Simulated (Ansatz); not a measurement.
(ClBe-mu-OH)2 (Be₂Cl₂O₂H₂), relaxed as a singlet with RKS r2SCAN-D4/def2-SVP in Ansatz, starting from the GFN2-xTB geometry. Force threshold 0.02 eV/Å.

Start:

```xyz
8

Be   -0.774    0.761    0.221
Cl   -2.036    1.997    0.572
O    -0.613   -0.779    0.540
Be    0.774   -0.760   -0.221
Cl    2.027   -2.002   -0.588
O     0.615    0.781   -0.535
H    -1.130   -1.439    0.995
H     1.137    1.441   -0.984
```

Task: Estimate the energy that the relaxation releases and the steps that it takes.

Result: 0.08 eV, in 4 steps; 9.5 s on 2 threads of Intel Xeon Platinum 8488C on a shared host. No frequencies were taken in this run, so the end may be a saddle point.

Task: Does the start keep its bonding and symmetry?

Result: By distances, no bond broke or formed. The bond that changes most is Be1–Cl2, from 1.80 to 1.86 Å (atoms count from 1). Point group D2h at the start, D2h at the end, both within 0.05 Å.

Task: Predict the relaxed structure.

Result: 
```
atom   x (Å)   y (Å)   z (Å)
 Be1  -0.794   0.782   0.228
 Cl2  -2.093   2.058   0.596
  O3  -0.610  -0.775   0.535
 Be4   0.795  -0.781  -0.226
 Cl5   2.091  -2.059  -0.599
  O6   0.611   0.776  -0.532
  H7  -1.133  -1.440   0.990
  H8   1.133   1.439  -0.990
```
Bond lengths (bridged metal pairs left out): 4 × Be–O 1.60 Å; 2 × Be–Cl 1.86 Å; 2 × H–O 0.96 Å.
